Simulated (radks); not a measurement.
Task: Successive ionisation energies (eV) of one element, from differences of total energies of ions in their ground configurations, starting at charge 32: 1286.2, 1337.1, 1388.5, 1620.0, 1672.3, 1724.9, 1777.8, 1830.8. Method: Dirac Kohn-Sham, LDA (Slater exchange, Perdew-Wang correlation), spin-unpolarised, spherical densities, point nucleus; open shells are shared between the two j in proportion to 2j + 1; computed with a radial shooting solver on a logarithmic mesh with Libxc functionals. Which element is it?

Result: Lutetium (Z = 71). The first species listed is Lu32+ in [Kr] 4d3, the last Lu39+ in [Ar] 3d10 4s2 4p2.
